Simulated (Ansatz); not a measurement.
Consider the ligand exchange at the Si–S bond: `O[SiH2]SS` + `[OH][GeH3]` → `O[SiH2][O][GeH3]` + `SS`.

Program: Ansatz. Geometries: PBE0-D4/def2-TZVP. ΔE: electronic, gas phase. CBS: MP2 limit from def2 TZ/QZ plus the TZ coupled-cluster correction, frozen cores. This one scheme is used for every species. DFT in def2-TZVPP. HSE06 is defined as in plane-wave codes. For Ge outer-core shells are correlated without core-valence functions, which leaves a few kJ/mol of doubt a bond. Scalar relativity is left out up to krypton. Each species was taken in one conformer, which may not be the lowest.

| level | ΔE (kJ/mol) | difference from CCSD(T)/CBS |
| --- | --- | --- |
| LDA (SPW92) | -45.7 | 13.7 |
| HSE06-D4 | -48.3 | 11.1 |
| PBE-QIDH | -56.3 | 3.1 |
| revPBE | -44.7 | 14.7 |
| r2SCAN | -55.0 | 4.4 |
| RPA@PBE/def2-TZVPP | -65.9 | -6.5 |
| SCS-MP2/def2-TZVPP | -65.4 | -6.0 |
| CCSD/def2-TZVPP | -67.5 | -8.1 |
| HF/def2-QZVPP | -85.3 | -25.9 |
| MP2/def2-QZVPP | -57.7 | 1.7 |
| CCSD(T)/CBS | -59.4 | 0 |

Largest T1 diagnostic among the species: 0.012.

Leaving LDA and LC-ωPBE aside and taking each functional with its dispersion term where it has one, the values, not all of them listed here, spread over 28.2 kJ/mol, from BHLYP-D4 to revPBE-D4. At CCSD(T), def2-SVP lies −3.4 kJ/mol from the extrapolated value and def2-TZVPP −3.6 kJ/mol.
